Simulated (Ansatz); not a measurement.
Compare A (`SC1[SiH2]S1`) with its isomer B (`CS[Si]S`).

Program: Ansatz. Geometries: PBE0-D4/def2-TZVP. ΔE: electronic, gas phase. CCSD(T)/CBS is the MP2 limit (def2-TZVPP, def2-QZVPP) plus CCSD(T) − MP2 in def2-TZVPP, frozen cores. This one scheme is used for every species. Functionals use def2-TZVPP. B3LYP here is the variant with VWN-RPA as its local correlation; programs differ in this. Each species was taken in one conformer, which may not be the lowest.

Q: Which isomer does CCSD(T)/CBS put lower? Give the gap. (Estimate.)

A: Computed: B, by 24.1 kcal/mol.

Q: Give E(B) − E(A) in kcal/mol with CCSD(T)/def2-TZVPP, CCSD/def2-TZVPP, ωB97M-V, HF/def2-TZVPP, r2SCAN-D4, PBE-D4, B3LYP-D4. (Estimate.)

A: Ansatz gave: CCSD(T)/def2-TZVPP -24.4, CCSD/def2-TZVPP -24.6, ωB97M-V -25.7, HF/def2-TZVPP -25.7, r2SCAN-D4 -23.5, PBE-D4 -26.0, B3LYP-D4 -27.2. None reverses the order clearly.

Largest T1 diagnostic: 0.015.

In def2-TZVPP, CCSD(T) changes the Hartree–Fock value by +1.3 kcal/mol (the triples alone add +0.1 kcal/mol) and MP2 by +4.3 kcal/mol. From PBE to PBE0 (25 % exact exchange), in def2-TZVPP and without D4, E(B) − E(A) moves by +1.7 kcal/mol.
